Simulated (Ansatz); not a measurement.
The cluster AgI2⁺. The state is a triplet with charge 1. Geometry PBE0-D4/def2-TZVP, that of the neutral doublet; atoms count from 1.

```xyz
3

Ag    0.0003   -0.0007    0.0001
I     2.4082    0.7830   -0.4604
I    -2.4084   -0.7823    0.4604
```

In the def2 sets Ag, I take a core potential; there is no spin–orbit coupling. The structure comes from a short search, and lower isomers may exist.

(1) Estimate the Mulliken populations from the PBE0/def2-TZVP orbitals of Ansatz.

(2) Where does the spin sit?

(3) And the Mayer bond orders between heavy atoms (over 0.3)?

## Answers

(1) 
```
atom  charge (e)  spin (α − β)  d electrons
 Ag1        0.30          0.02         9.85
  I2        0.35          0.99            –
  I3        0.35          0.99            –
```
Mulliken values depend strongly on the basis.

(2) Summed by element: Ag 0.02, I 1.98, of 2 unpaired in all. Largest on single atoms: I3 0.99, I2 0.99, Ag1 0.02.

(3) Ag1–I2 0.78 (2.57 Å); Ag1–I3 0.78 (2.57 Å).
